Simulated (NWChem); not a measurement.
System: C4H4N2; SMILES C=C1C=NC=N1

The following NWChem deck was run.

```
start job
memory heap 200 mb stack 900 mb global 1100 mb
geometry units angstroms
  C      2.074215    -0.246142     0.065337
  C      0.748935    -0.091152     0.023429
  C     -0.050300     1.149300     0.080108
  N     -1.298911     0.859172     0.009453
  C     -1.322756    -0.540018    -0.091448
  N     -0.182763    -1.125959    -0.087761
  H      2.514546    -1.227232     0.012823
  H      2.732578     0.601440     0.152189
  H      0.323381     2.151505     0.166660
  H     -2.260057    -1.059365    -0.166081
end
basis spherical
  * library def2-svp
end
dft
  xc xpbe96 cpbe96
  disp vdw 4
  iterations 150
end
driver
  maxiter 120
end
task dft optimize
task dft freq
```

The level has its own optimisation; frequencies are unscaled. Brackets give each atom's bonded neighbours.

Problem. Predict the main results of this run. (PBE-D3(BJ)/def2-SVP.) Quantities: r C–C [C(CCN)–C(CHH)] (Å); r C–H [C(CHH)–H(C)] (Å); r C–C [C(CCN)–C(CHN)] (Å); r C–N [C(CCN)–N(CC)] (Å); highest harmonic frequency (cm⁻¹); lowest (cm⁻¹); zero-point energy (kcal/mol); dipole (D).

Solution. 
- r C–C [C(CCN)–C(CHH)] (Å) = 1.356
- r C–H [C(CHH)–H(C)] (Å) = 1.101
- r C–C [C(CCN)–C(CHN)] (Å) = 1.481
- r C–N [C(CCN)–N(CC)] (Å) = 1.410
- highest harmonic frequency (cm⁻¹) = 3202
- lowest (cm⁻¹) = 208
- zero-point energy (kcal/mol) = 45.7
- dipole (D) = 2.50
